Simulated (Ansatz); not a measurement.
Cost and result for the atomization energy of CH3InS, SMILES `[CH2]1[S][InH]1` (6 atoms, 6 bonds).

The species carries charge 0 and has multiplicity 1. Correlated methods include outer-core shells of In, which these sets cover unevenly. In takes the def2 core potential. The geometry is a stationary point of PBE0-D4/def2-TZVP. Program: Ansatz. All runs use 2 threads of an Arm Neoverse V1 on a shared host. Times are those of one run each, without the atoms' runs, and a repeat can differ threefold. Electronic energies, without spin–orbit coupling; frozen cores. CCSD(T)/CBS adds CCSD(T) − MP2 in def2-TZVPP to the MP2 limit, and its time is that of the two runs behind it. T1 = 0.017. With those shells the extrapolation isn't a true limit. HSE06 is the plane-wave form, built on full-range PBE exchange.

CCSD(T)/CBS is a level of theory with its own doubt, some kJ/mol a heavy atom from the limit and from the frozen cores, so smaller differences don't rank the functionals.

```
                          level  functions  atomization (kcal/mol)  difference from CCSD(T)/CBS  per bond
             BLYP-D4/def2-TZVPP        165                   400.2                         -9.7      -1.6
        CAM-B3LYP-D4/def2-TZVPP        165                   402.5                         -7.4      -1.2
             PBE0-D4/def2-TZVPP        165                   408.7                         -1.2      -0.2
           revPBE-D4/def2-TZVPP        165                   404.5                         -5.4      -0.9
              B2PLYP/def2-TZVPP        165                   398.4                        -11.5      -1.9
PBE-D4/def2-TZVPP (with forces)        165                   416.7                          6.8       1.1
             CCSD(T)/def2-TZVPP        165                   396.6                        -13.3      -2.2
                 MP2/def2-QZVPP        299                   409.7                         -0.2       0.0
            PBE-QIDH/def2-TZVPP        165                   406.1                         -3.8      -0.6
              CCSD(T)/CBS(def2)          –                   409.9                          0.0       0.0
            BHLYP-D4/def2-TZVPP        165                   388.5                        -21.4      -3.6
               CCSD(T)/def2-SVP         73                   373.1                        -36.8      -6.1
            HSE06-D4/def2-TZVPP        165                   409.1                         -0.8      -0.1
```

Q: Order the runs by time, with rough figures. (Best estimate.)

A: Computed: revPBE-D4/def2-TZVPP 2.1 s; CCSD(T)/def2-SVP 2.2 s; BLYP-D4/def2-TZVPP 2.3 s; PBE-D4/def2-TZVPP (with forces) 2.6 s; PBE0-D4/def2-TZVPP 2.9 s; BHLYP-D4/def2-TZVPP 3 s; HSE06-D4/def2-TZVPP 3.2 s; CAM-B3LYP-D4/def2-TZVPP 3.3 s; B2PLYP/def2-TZVPP 5.5 s; PBE-QIDH/def2-TZVPP 5.5 s; MP2/def2-QZVPP 12 s; CCSD(T)/def2-TZVPP 42 s; CCSD(T)/CBS(def2) 54 s.

In def2-TZVPP, CCSD(T) changes the Hartree–Fock value by +124.4 kcal/mol (the triples alone add +10.0 kcal/mol) and MP2 by +129.6 kcal/mol; breaking electron pairs costs correlation energy, which Hartree–Fock lacks. From PBE to PBE0 (25 % exact exchange), in def2-TZVPP and without D4, the atomization energy moves by −7.6 kcal/mol: exact exchange takes away binding that semilocal exchange gives to molecules. At CCSD(T), def2-SVP lies −36.8 kcal/mol from the extrapolated value and def2-TZVPP −13.3 kcal/mol: correlation converges slowly with the basis, and small sets miss more of it in the bonded molecule than in its fragments.

Spin–orbit coupling would lower the free In atoms strongly, and the atomization energy with them, by more than many differences here.
